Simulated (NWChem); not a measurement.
Species: BH$_{2}$Cl; SMILES ClB

Computed with NWChem. Coordinates come from a PBE0-D3(BJ)/def2-TZVP optimisation. LC-ωPBE (HJS hole) with def2-SVP; x = 1 − exp(−ω/0.25 bohr⁻¹) is a scale chosen for this fit.

```
row           x  −ε(HOMO) (eV)
--------  -----  -------------
ω = 0.30  0.699          10.72
ω = 0.35  0.753       withheld
ω = 0.40  0.798          11.37
ω = 0.50  0.865          11.83
ω = 0.80  0.959          12.53
```

Q: Fit a straight line of the last column on the one before it, predict the withheld value, and compare with the run.

A: 
1. Means of the 4 shown rows: x = 0.8303, y = 11.613. Slope Σ(x − x̄)(y − ȳ)/Σ(x − x̄)² = 0.2506/0.03605 = 6.953; intercept 5.840.
2. The shown rows scatter about the line by 0.021 (root mean square); the largest residual is -0.02, at ω = 0.50.
3. At x = 0.753 (ω = 0.35; inside the shown range) the line gives 11.08.
4. The run gives 11.07, -0.01 from the line, 0.5 times the scatter.
